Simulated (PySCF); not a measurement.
Hf(O)2 cation (HfO₂), SMILES [O]=[Hf]=[O] (connectivity only; charge and spin as stated), charge +1, multiplicity 2.

The structure is a stationary point at B3LYP-D3(BJ)/def2-TZVP. The spin state was assumed, not searched. The isomer is the one that the SMILES or the coordinates give; other isomers of the formula were not compared. The def2 effective core potentials stand for the cores of Hf; spin–orbit coupling is left out.

Method: TDA-PBE0/def2-TZVPD run with PySCF.

Vertical excitations. 

| state | energy (eV) | λ (nm) | f | main pairs |
|---|---|---|---|---|
| root 1 | 1.68 | 737 | 0.000 | β HOMO−1→LUMO 94 % |
| root 2 | 1.84 | 672 | 0.000 | β HOMO−2→LUMO 98 % |
| root 3 | 1.85 | 668 | 0.000 | β HOMO−3→LUMO 98 % |
| root 4 | 2.27 | 545 | 0.001 | β HOMO−4→LUMO 97 % |
| root 5 | 2.71 | 457 | 0.054 | β HOMO→LUMO 81 % |
| root 6 | 3.84 | 322 | 0.000 | β HOMO→LUMO+1 99 % |
| root 7 | 4.31 | 287 | 0.000 | β HOMO−2→LUMO+1 96 % |
| root 8 | 4.33 | 287 | 0.003 | β HOMO−1→LUMO+1 96 % |
| root 9 | 4.37 | 284 | 0.004 | β HOMO−3→LUMO+1 95 % |
| root 10 | 4.84 | 256 | 0.002 | β HOMO−4→LUMO+1 97 % |
Unrestricted roots are not spin-pure.
